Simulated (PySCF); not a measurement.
**TDDFT excited states: CH5Cl2GaSi**

GaCl2(CH2SiH3), CH5Cl2GaSi.
Bonds: Ga1–Cl2, Ga1–Cl3, Ga1–C4, C4–Si5. Hydrogens: H6, H7 on C4; H8, H9, H10 on Si5.

Theory: PySCF 2.14.0, density-fitted response routines, TDDFT wB97X-D/def2-SVPD, vertical, gas phase, core orbitals frozen in the response. The structure is a single PBE0-D3(BJ)/def2-SVP conformer in the gas phase; no vibrational or solvent corrections. Relativistic effects, spin–orbit coupling among them, are left out although an element past zinc is present.

```json
{"state": "S1", "E (eV)": "6.23", "E (kJ/mol)": "602", "λ (nm)": "198.9", "f": "0.022", "|μ| (D)": "0.97", "main configurations (H = HOMO, L = LUMO)": "H→L (91%)"}
{"state": "S2", "E (eV)": "6.53", "E (kJ/mol)": "630", "λ (nm)": "189.8", "f": "0.0003", "|μ| (D)": "0.12", "main configurations (H = HOMO, L = LUMO)": "H-1→L (96%)"}
{"state": "S3", "E (eV)": "6.81", "E (kJ/mol)": "657", "λ (nm)": "181.9", "f": "0.149", "|μ| (D)": "2.40", "main configurations (H = HOMO, L = LUMO)": "H→L+1 (74%)"}
{"state": "S4", "E (eV)": "6.83", "E (kJ/mol)": "659", "λ (nm)": "181.5", "f": "0.017", "|μ| (D)": "0.81", "main configurations (H = HOMO, L = LUMO)": "H-1→L+1 (60%), H-2→L (24%)"}
{"state": "S5", "E (eV)": "7.00", "E (kJ/mol)": "675", "λ (nm)": "177.2", "f": "0.0080", "|μ| (D)": "0.55", "main configurations (H = HOMO, L = LUMO)": "H-2→L+1 (68%), H-2→L (15%)"}
{"state": "S6", "E (eV)": "7.12", "E (kJ/mol)": "687", "λ (nm)": "174.2", "f": "0.070", "|μ| (D)": "1.61", "main configurations (H = HOMO, L = LUMO)": "H-2→L (50%), H-2→L+1 (20%), H-1→L+1 (16%)"}
{"state": "S7", "E (eV)": "7.40", "E (kJ/mol)": "714", "λ (nm)": "167.7", "f": "0.089", "|μ| (D)": "1.79", "main configurations (H = HOMO, L = LUMO)": "H-3→L (64%), H-3→L+1 (12%)"}
{"state": "S8", "E (eV)": "7.46", "E (kJ/mol)": "720", "λ (nm)": "166.1", "f": "0.053", "|μ| (D)": "1.37", "main configurations (H = HOMO, L = LUMO)": "H-3→L+1 (65%), H-3→L (15%)"}
{"state": "S9", "E (eV)": "7.52", "E (kJ/mol)": "726", "λ (nm)": "164.8", "f": "0.023", "|μ| (D)": "0.90", "main configurations (H = HOMO, L = LUMO)": "H-4→L (52%), H-6→L (20%), H-8→L (9%)"}
{"state": "S10", "E (eV)": "7.78", "E (kJ/mol)": "751", "λ (nm)": "159.4", "f": "0.050", "|μ| (D)": "1.30", "main configurations (H = HOMO, L = LUMO)": "H-4→L+1 (46%), H-6→L (27%)"}
{"state": "S11", "E (eV)": "7.84", "E (kJ/mol)": "757", "λ (nm)": "158.1", "f": "0.0018", "|μ| (D)": "0.25", "main configurations (H = HOMO, L = LUMO)": "H-5→L (50%), H-5→L+1 (26%), H-7→L (12%)"}
{"state": "S12", "E (eV)": "7.89", "E (kJ/mol)": "761", "λ (nm)": "157.2", "f": "0.069", "|μ| (D)": "1.52", "main configurations (H = HOMO, L = LUMO)": "H-6→L+1 (31%), H-6→L (28%), H-4→L (9%)"}
{"state": "S13", "E (eV)": "8.03", "E (kJ/mol)": "775", "λ (nm)": "154.4", "f": "0.0035", "|μ| (D)": "0.34", "main configurations (H = HOMO, L = LUMO)": "H-7→L (75%), H-5→L+1 (10%)"}
{"state": "S14", "E (eV)": "8.21", "E (kJ/mol)": "792", "λ (nm)": "151.1", "f": "0.088", "|μ| (D)": "1.68", "main configurations (H = HOMO, L = LUMO)": "H-6→L+1 (44%), H-4→L+1 (17%), H-6→L (16%)"}
{"state": "S15", "E (eV)": "8.40", "E (kJ/mol)": "811", "λ (nm)": "147.5", "f": "0.0079", "|μ| (D)": "0.50", "main configurations (H = HOMO, L = LUMO)": "H-5→L+1 (43%), H-5→L (32%)"}
```

Triplets, Tamm–Dancoff:

| state | E (eV) | λ (nm) | main configurations (H = HOMO, L = LUMO) |
| --- | --- | --- | --- |
| T1 | 5.94 | 208.6 | H→L (95%) |
| T2 | 6.14 | 201.9 | H→L+1 (86%) |
| T3 | 6.41 | 193.4 | H-1→L (81%), H-1→L+1 (10%) |
| T4 | 6.50 | 190.8 | H-1→L+1 (57%), H-2→L (17%), H-1→L (15%) |

The lowest singlet comes at 199 nm (602 kJ/mol) in the vacuum ultraviolet; it is weak; its leading configuration is HOMO→LUMO (91%). The strongest level in the table is S3 at 6.81 eV (182 nm, f = 0.149). Löwdin shares by element: HOMO chlorine 41%, carbon 24%, gallium 13% (atoms not listed hold the other 21%); LUMO gallium 45%, chlorine 28%, carbon 13%. Of the 15 states listed, 10 reach f = 0.01 and 1 stays under 0.0005. Orbital energies (eV): HOMO-3 -11.58, HOMO-2 -11.19, HOMO-1 -10.97, HOMO -10.63, LUMO 0.19, LUMO+1 0.39, LUMO+2 1.85. The listed states span 2.17 eV. Singlets were solved by full linear response, triplets in the Tamm–Dancoff approximation.
